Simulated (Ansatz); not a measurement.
Input for Ansatz (a first-principles code): R-CCSD(T)/aug-cc-pV(D+d)Z on H9NSi2 (a complex), monomers drawn apart or pushed together. Files ending in .json are basis or fitting sets from the Basis Set Exchange.

Ansatz 0.2 input:
```yaml
crystal:
  periodic: [false, false, false]
  atoms:
    - {symbol: N, position_ang: [-0.41246894, 0.18904168, 0.96084620]}
    - {symbol: H, position_ang: [-0.35981099, -0.69423092, 0.46676276]}
    - {symbol: H, position_ang: [-1.36152978, 0.53396089, 0.87454400]}
    - {symbol: H, position_ang: [0.19811306, 0.84359086, 0.48555377]}
    - {symbol: Si, position_ang: [0.33009872, -1.22346908, 4.17334341]}
    - {symbol: Si, position_ang: [0.44713318, 1.11083347, 4.32944764]}
    - {symbol: H, position_ang: [0.61839838, -1.85368867, 5.49073627]}
    - {symbol: H, position_ang: [1.32551887, -1.75066128, 3.20963291]}
    - {symbol: H, position_ang: [-1.02332872, -1.66812331, 3.76279871]}
    - {symbol: H, position_ang: [0.78100516, 1.53486365, 5.71656949]}
    - {symbol: H, position_ang: [-0.85017047, 1.73885704, 3.98101103]}
    - {symbol: H, position_ang: [1.49986079, 1.65778003, 3.43989698]}
basis:
  gaussian:
    orbitals: aug-cc-pV_D+d_Z.json
magnetization: {spin_polarized: false}
correlation: {method: ccsd_t, electrons: outside_noble_gas}
scf: {lower_state_search: off}
```

The head of its log:

```
WARN ansatz: RAYON_NUM_THREADS=1 ignored (pool sized by the plan → 1); use --threads N
Functional definition: HF
these checks for a lower state are left out or cut short: stability, starts, cluster_reference, orbital_swaps, neighbouring_geometries, increment
integrals: 0.60 GiB planned
1673 factors; integrals over basis functions are off by at most 9.6e-4 eV
mean field: 0.56 GiB planned
mean field evaluation 1: about -17345.6315 eV, gradient 3.3e1 eV
mean field evaluation 2: about -17345.7153 eV, gradient 3.4e1 eV
mean field evaluation 4: about -17348.8357 eV, gradient 3.1e0 eV
mean field evaluation 8: about -17348.8903 eV, gradient 9.1e-2 eV
mean field -17348.89035937 eV, -637.5599612067 hartree, gradient 6.9e-6 eV, S^2 0.000000; 0 other end points of the search recorded, 0 dependent functions left out
11 core orbitals not correlated
reference -17348.89035937 eV, -637.5599612067 hartree; 11, 11 occupied and 146, 146 virtual orbitals, 1673 factors
```

Problem. Give the final energy of this run.

Solution. -638.0672 hartree (reference determinant -637.5600, T1 diagnostic 0.012).
